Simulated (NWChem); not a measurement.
# SiPH4, doublet; SMILES [SiH3][PH]

```xyz
6

Si     0.0295     1.0235     0.0011
P      0.0815    -1.2373     0.0043
H     -0.6957     1.5346     1.2069
H      1.4266     1.5500     0.0163
H     -0.6677     1.5309    -1.2227
H     -1.3517    -1.3044    -0.0056
```
Atoms are numbered in this order, from 1.

All runs: NWChem. Spin-unrestricted. The geometry was optimised at PBE0/def2-SVP, spin-unrestricted. No stability test was run on the SCF state. Level: M06-2X/def2-SVP with SMD (1 M gas to 1 M solution), gas-phase geometry. Reactions with the solvent are ignored.

**Question.** Among these, which solvent gives the lowest value of “dipole in solution (D)”?
A) N,N-dimethylformamide
B) anisole
C) acetone
D) benzene

**Answer.** D, benzene. Values: benzene 0.90; anisole 0.98; acetone 1.06; N,N-dimethylformamide 1.07
